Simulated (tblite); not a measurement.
A tight-binding relaxation on `C([C@@H](C)C#C)[Se][GeH3]`.

Computed with GFN2-xTB geometry optimisation, gas phase (tblite 0.8.0). Start geometry: from a force field or distance geometry. The input is one job of a driver script: a line of settings, then coordinates in Å.

Command:
```bash
OMP_NUM_THREADS=1 python probes_run.py task.json out
```

Input:
```
{"job": {"kind": "relax", "xc": "GFN2-xTB", "basis": "xTB"}, "charge": 0, "multiplicity": 1}
C     -2.928100     1.535100     0.321500
C     -1.882100     0.958900     0.287500
C     -0.577300     0.253500     0.251500
C     -0.396500    -0.384700    -1.130100
C     -0.538800    -0.842800     1.288700
Se     1.200700    -1.718700     1.149600
Ge     2.736800    -0.063500     0.455100
H     -3.864700     2.064700     0.345700
H      0.243900     0.971700     0.428500
H      0.469800    -1.066200    -1.049300
H     -1.334000    -0.970400    -1.295300
H     -0.330000     0.397500    -1.869700
H     -1.342700    -1.552500     1.091700
H     -0.645100    -0.428300     2.298000
H      4.150100    -0.579200     0.805200
H      2.595500     0.195800    -1.034500
H      2.435500     1.241200     1.244000
```

Output:
```
step      E/eV     max force
  0    -566.96946    1.312
  1    -567.03894    3.115
  2    -567.13789    1.437
  3    -567.18938    0.448
  4    -567.22645    0.475
  5    -567.25213    0.516
  6    -567.27497    0.341
  7    -567.28565    0.250
  8    -567.29371    0.229
  9    -567.30159    0.270
... (103 lines left out)
113    -567.41834    0.053
114    -567.41857    0.074
115    -567.41872    0.043
116    -567.41881    0.021
117    -567.41887    0.024
118    -567.41893    0.028
119    -567.41901    0.026
120    -567.41908    0.016
121    -567.41912    0.013
122    -567.41914    0.009
```

«max force» is the largest atomic force in eV/Å.

Task: From which step on does the largest force stay under 0.1 eV/Å, and how much energy is left to gain from there?

Result: From step 110 (0.075 eV/Å), 1.5 meV above the end.

Summary of the converged run: energy lowered by 10.4 kcal/mol over 122 steps; largest atomic force 0.009 eV/Å at the end.

Task: Where do the atoms end?

Result: 0.553 Å rms from the input after alignment:
```
atom  x, y, z in Å
C1    -2.7143    1.6393    0.5516
C2    -1.7562    0.9882    0.2518
C3    -0.6031    0.1765   -0.0975
C4    -0.8634   -0.5872   -1.3943
C5    -0.3148   -0.7603    1.0741
Se6    1.3682   -1.7904    0.8849
Ge7    2.8245    0.0153    0.9138
H8    -3.5526    2.2169    0.8043
H9     0.2594    0.8477   -0.2385
H10   -0.0014   -1.2060   -1.6396
H11   -1.7341   -1.2303   -1.2841
H12   -1.0435    0.1051   -2.2131
H13   -1.1044   -1.5073    1.1740
H14   -0.2413   -0.1979    2.0077
H15    4.1633   -0.4155    1.4268
H16    3.0334    0.6295   -0.4469
H17    2.2733    1.0887    1.8129
```

Hardware: an AMD EPYC 7R43 with one thread, no GPU, on a shared host. Cost: 2.7 s of wall time.
Labels such as C1 count atoms from 1, the log's own numbers from 0.
